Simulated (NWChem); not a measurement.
## Atomisation of ditellurium (Te$_{2}$)

```
Te
Te 1 2.5965
```
Charge 0, spin multiplicity 3.

Program: NWChem. All single points use one geometry, from UB3LYP/def2-SVP with def2 effective core potentials on Te, a minimum by its harmonic frequencies.

Basis set: def2-TZVP. The atomisation energy is electronic alone: no zero-point, thermal, spin-orbit or counterpoise terms. No value is extrapolated to the basis-set limit. Free atoms are single determinants with multiplicities Te 3.

Effective core potentials replace the inner electrons of Te; spin-orbit coupling is left out. B3LYP has NWChem's definition, with VWN1-RPA local correlation. The unpaired electrons of the parent sit in orbitals of symmetry b2g and b3g (D2h labels of the run); other states weren't searched. No SCF solution was tested for a lower state.

Task: For the atomisation energy, B3LYP gives 68.7 kcal/mol and PBE gives 78.3 kcal/mol. What do PBE0, TPSS, r2SCAN give?

Result: PBE0: 69.8 kcal/mol; TPSS: 76.0 kcal/mol; r2SCAN: 72.0 kcal/mol.
